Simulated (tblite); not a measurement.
C4H8Al2Cl2.
Atom-mapped SMILES: `[CH2:1]=[CH:2][Al@H-:3]1[Cl+:4][Al@@H-:5]([CH:6]=[CH2:7])[Cl+:8]1` (hydrogens: H9, H10 on C1; H11 on C2; H12 on Al3; H13 on Al5; H14 on C6; H15, H16 on C7)
Bond orders are those of one Lewis drawing.

Computed with GFN2-xTB (tblite), gas phase: L-BFGS steps from a force-field or distance-geometry start until the largest atomic force falls under 0.01 eV/Å.

Step 105: E = -652.3734 eV
```
atom  x, y, z in Å  |  force x, y, z in eV/Å
C1      3.4720   -0.0736    0.3434   -0.001  -0.067  -0.040
C2      2.1455   -0.0014    0.4641   -0.022   0.023  -0.025
Al3     1.1734    0.3964   -1.2030   -0.033  -0.005  -0.038
Cl4    -0.5397   -0.9159   -1.6239    0.017  -0.021   0.010
Al5    -1.9909    0.6865   -1.1576    0.033  -0.020  -0.013
C6     -2.8800    0.2526    0.5525   -0.010  -0.048   0.049
C7     -2.2495   -0.1438    1.6622   -0.012   0.009   0.006
Cl8    -0.2709    2.0417   -0.8843   -0.003  -0.023   0.009
H9      3.9382    0.0081   -0.6294    0.004   0.050  -0.018
H10     4.1584   -0.2371    1.1633   -0.027  -0.006   0.044
H11     1.7429   -0.1098    1.4723    0.042   0.003   0.068
H12     1.8401    0.6292   -2.5704    0.004   0.026   0.010
H13    -2.6425    1.0825   -2.4905    0.011   0.018  -0.028
H14    -3.9695    0.2869    0.6125   -0.016   0.036   0.019
H15    -1.1673   -0.2201    1.6988   -0.049   0.019  -0.011
H16    -2.7677   -0.4057    2.5785    0.062   0.006  -0.040
```

Step 106: E = -652.3746 eV
```
atom  x, y, z in Å  |  force x, y, z in eV/Å
C1      3.4635   -0.0784    0.3475    0.005  -0.069  -0.017
C2      2.1372    0.0038    0.4686    0.021   0.024  -0.047
Al3     1.1708    0.4023   -1.2016   -0.031   0.005  -0.056
Cl4    -0.5393   -0.9120   -1.6337    0.026  -0.036   0.013
Al5    -1.9954    0.6812   -1.1618    0.013  -0.013  -0.011
C6     -2.8790    0.2477    0.5532   -0.010  -0.024   0.000
C7     -2.2373   -0.1441    1.6573    0.013   0.005   0.046
Cl8    -0.2807    2.0427   -0.8913    0.010  -0.015   0.018
H9      3.9350    0.0015   -0.6224   -0.016   0.048  -0.045
H10     4.1491   -0.2489    1.1669   -0.039   0.000   0.053
H11     1.7367   -0.1010    1.4771    0.026  -0.005   0.082
H12     1.8453    0.6356   -2.5669   -0.007   0.022   0.027
H13    -2.6441    1.0807   -2.4954    0.004   0.013  -0.024
H14    -3.9674    0.2859    0.6264   -0.014   0.031   0.008
H15    -1.1543   -0.2214    1.6852   -0.064   0.016  -0.019
H16    -2.7476   -0.3991    2.5796    0.064  -0.003  -0.028
```

Step 107: E = -652.3761 eV
```
atom  x, y, z in Å  |  force x, y, z in eV/Å
C1      3.4548   -0.0857    0.3519    0.022  -0.059   0.010
C2      2.1292    0.0091    0.4717    0.056   0.023  -0.061
Al3     1.1671    0.4092   -1.2007   -0.024   0.012  -0.060
Cl4    -0.5376   -0.9097   -1.6409    0.027  -0.048   0.017
Al5    -2.0010    0.6746   -1.1646   -0.006  -0.004  -0.030
C6     -2.8815    0.2443    0.5537    0.011  -0.013  -0.001
C7     -2.2237   -0.1431    1.6502    0.005   0.010   0.042
Cl8    -0.2917    2.0427   -0.8961    0.018  -0.002   0.026
H9      3.9335   -0.0061   -0.6137   -0.028   0.041  -0.076
H10     4.1367   -0.2624    1.1734   -0.045   0.002   0.055
H11     1.7332   -0.0920    1.4815   -0.009  -0.012   0.095
H12     1.8487    0.6475   -2.5629   -0.015   0.017   0.036
H13    -2.6453    1.0746   -2.5013    0.001   0.008  -0.013
H14    -3.9686    0.2874    0.6426   -0.002   0.020   0.000
H15    -1.1400   -0.2204    1.6638   -0.073   0.011  -0.025
H16    -2.7213   -0.3935    2.5801    0.061  -0.006  -0.015
```

Q: Estimate the geometry and energy of step 108. (The exact step hangs on the optimiser's Hessian estimate; all steps are aligned on step 107, rigid shifts and turns removed.)

A: E = -652.3782 eV, largest force 0.135 eV/Å
```
atom  x, y, z in Å  |  force x, y, z in eV/Å
C1      3.4401   -0.0991    0.3608   -0.011  -0.026   0.037
C2      2.1150    0.0202    0.4755    0.126   0.003  -0.048
Al3     1.1599    0.4218   -1.2017   -0.003   0.020  -0.036
Cl4    -0.5340   -0.9083   -1.6483    0.019  -0.051   0.017
Al5    -2.0090    0.6658   -1.1714   -0.021   0.003  -0.029
C6     -2.8799    0.2407    0.5554    0.009   0.008  -0.046
C7     -2.1990   -0.1417    1.6390    0.013   0.010   0.053
Cl8    -0.3082    2.0452   -0.9024    0.017   0.006   0.027
H9      3.9289   -0.0206   -0.5994   -0.038   0.024  -0.087
H10     4.1126   -0.2862    1.1886   -0.050   0.004   0.034
H11     1.7217   -0.0754    1.4874   -0.037  -0.013   0.068
H12     1.8497    0.6677   -2.5585   -0.022   0.010   0.035
H13    -2.6505    1.0637   -2.5111   -0.001   0.001  -0.002
H14    -3.9649    0.2884    0.6656    0.012   0.008  -0.004
H15    -1.1152   -0.2180    1.6287   -0.063   0.003  -0.024
H16    -2.6748   -0.3877    2.5806    0.048  -0.010   0.004
```

The energy changes by -0.0021 eV. The first-order estimate −F·Δx gives -0.0028 eV and the mean of the old and new forces, exact on a quadratic surface, -0.0020 eV. The step makes an angle of 83° with the force vector and moves no atom by more than 0.047 Å.

What follows is the cost of the whole relaxation. On one thread of an Arm Neoverse N1 (shared host), this took 2.8 s of wall time.
